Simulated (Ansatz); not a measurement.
```yaml
crystal:
  periodic: [false, false, false]
  atoms:
    - {symbol: C, position_ang: [0.654284, -0.277743, 1.699293]}
    - {symbol: C, position_ang: [0.295381, 0.401550, 0.462726]}
    - {symbol: B, position_ang: [-0.262386, 0.240446, -0.742064]}
    - {symbol: O, position_ang: [-0.570890, -0.505500, -1.874025]}
    - {symbol: F, position_ang: [-0.371114, 1.747092, -1.052507]}
    - {symbol: H, position_ang: [1.009366, -0.550171, 2.821867]}
    - {symbol: H, position_ang: [-0.385107, -1.360719, -1.457578]}
basis:
  gaussian: {orbitals: ANO-RCC-VTZP, final_grid: {core_spheres: 5, valence_spheres: 4, degree: 11}}
hamiltonian: {xc: {name: wB97X-V}}
relax: {f_tol: 0.001, max_steps: 3}
```

```sh
$ ansatz run in.yaml --threads 2 --pin off --events-out ev --progress --plain --max-ram 4352MiB
```

Shortened log:

```
Functional definition: wB97X-V
1225 factors; their error is unknown
374 factors; integrals over basis functions are off by at most 6.4e-6 eV
mean field evaluation 1: about -7543.0559 eV, gradient 5.7e1 eV
mean field evaluation 2: about -7536.4533 eV, gradient 8.3e1 eV
mean field evaluation 4: about -7549.1625 eV, gradient 6.4e0 eV
mean field evaluation 8: about -7549.2460 eV, gradient 4.4e-1 eV
mean field evaluation 16: about -7549.2419 eV, gradient 1.0e-3 eV
mean field -7549.24190284 eV, -277.4295228695 hartree, gradient 1.5e-5 eV, S^2 0.000000; 0 other end points of the search recorded, 0 dependent functions left out
reference -7549.24190029 eV, -277.4295227755 hartree; 18, 18 occupied and 160, 160 virtual orbitals, 1225 factors
relax step   1: F+E_penalty+E_count = -7549.24190284 eV  Δ(F+E_penalty+E_count) = +0.000e0 eV  max|allowed force component| = 1.824e1 eV/Å  Δτ_max = 0.0000 Å  (39 SCF iters, accepted)
1225 factors; their error is unknown
374 factors; integrals over basis functions are off by at most 7.3e-6 eV
mean field -7552.74958041 eV, -277.5584276425 hartree, gradient 2.6e-5 eV, S^2 0.000000; 0 other end points of the search recorded, 0 dependent functions left out
reference -7552.74957790 eV, -277.5584275504 hartree; 18, 18 occupied and 160, 160 virtual orbitals, 1225 factors
relax step   2: F+E_penalty+E_count = -7552.74958041 eV  Δ(F+E_penalty+E_count) = -3.508e0 eV  max|allowed force component| = 5.621e0 eV/Å  Δτ_max = 0.1928 Å  (45 SCF iters, accepted)
1225 factors; their error is unknown
374 factors; integrals over basis functions are off by at most 7.8e-6 eV
mean field -7553.46204707 eV, -277.5846103095 hartree, gradient 1.5e-5 eV, S^2 0.000000; 0 other end points of the search recorded, 0 dependent functions left out
reference -7553.46204441 eV, -277.5846102118 hartree; 18, 18 occupied and 160, 160 virtual orbitals, 1225 factors
relax step   3: F+E_penalty+E_count = -7553.46204707 eV  Δ(F+E_penalty+E_count) = -7.125e-1 eV  max|allowed force component| = 5.810e0 eV/Å  Δτ_max = 0.1458 Å  (44 SCF iters, accepted)
Error: geometry relaxation did not converge after 3 steps: max|allowed force component| = 5.81e0 eV/Å (threshold 1.0e-3). Raise `relax.max_steps` over both its present limit and 3, loosen `relax.f_tol`, or start from a geometry closer to equilibrium. Where this run's directory can be resumed (`checkpoint.write`), a resume goes on for up to `relax.max_steps` more
```

Question: What is wrong with this run?

Answer: The relaxation is allowed too few steps for its threshold. No converged result was reached.
